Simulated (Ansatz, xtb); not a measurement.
## Two isomers of C7H7NO

Structure X is `C#C[C@@H]1CO[C@@H](C#N)C1`, a singlet and structure Y is `C#C[C@@H]1CO[C@H](C#N)C1`, a singlet. Both are isolated molecules in the gas phase, relaxed with r2SCAN-D4/def2-SVP; each stands in its lowest conformer found.

Quicker runs give these differences E(Y) − E(X): GFN2-xTB −0.28 kJ/mol; HF/STO-3G −1.53 kJ/mol (at GFN2-xTB geometries); r2SCAN-D4/def2-SVP//GFN2-xTB +1.03 kJ/mol.

Q: Estimate E(Y) − E(X) at the level CCSD(T)/def2-SVP + ΔMP2/def2-TZVPP.

A: CCSD(T)/def2-SVP + ΔMP2/def2-TZVPP gives E(Y) − E(X) = +0.58 kJ/mol, slightly favouring structure X, which is too small a margin to settle the true order.

How the difference moves with the method:

```
                             level            geometry  E(Y) − E(X) (kJ/mol)  departure from the last row (kJ/mol)  job, with rough time for the two
                          GFN2-xTB            GFN2-xTB                   −0.28                                 −0.85              optimisation, 0.31 s
                         HF/STO-3G            GFN2-xTB                   −1.53                                 −2.11               single point, 0.6 s
      r2SCAN-D4/def2-SVP//GFN2-xTB            GFN2-xTB                   +1.03                                 +0.46               single point, 4.3 s
                r2SCAN-D4/def2-SVP  r2SCAN-D4/def2-SVP                   +1.67                                 +1.09                optimisation, 64 s
                       HF/def2-SVP  r2SCAN-D4/def2-SVP                   +3.35                                 +2.78           part of the CCSD(T) run
                      MP2/def2-SVP  r2SCAN-D4/def2-SVP                   +2.58                                 +2.00           part of the CCSD(T) run
                  CCSD(T)/def2-SVP  r2SCAN-D4/def2-SVP                   +2.02                                 +1.44                      single point
CCSD(T)/def2-SVP + ΔMP2/def2-TZVPP  r2SCAN-D4/def2-SVP                   +0.58                                                      single point, 98 s
```

As drawn, both hold the same kinds of bond in the same numbers.

The largest departure from CCSD(T)/def2-SVP + ΔMP2/def2-TZVPP is that of HF/def2-SVP, 2.78 kJ/mol. The last row adds to CCSD(T) the change of the MP2 difference between the two basis sets, here −1.44 kJ/mol.

With thermal terms from frequencies at re-optimised GFN2-xTB minima (ideal gas, soft modes damped towards free rotors, one conformer each, 298.15 K, 1 atm): the zero-point term adds +0.74 kJ/mol; ΔH is +0.94 and ΔG +2.09 kJ/mol.

The correlated steps freeze 9 core orbitals. Codes used: Ansatz 0.2.0, xtb 6.7.1; the last row on 2 threads of Intel(R) Xeon(R) 6975P-C (Granite Rapids) on a shared host.
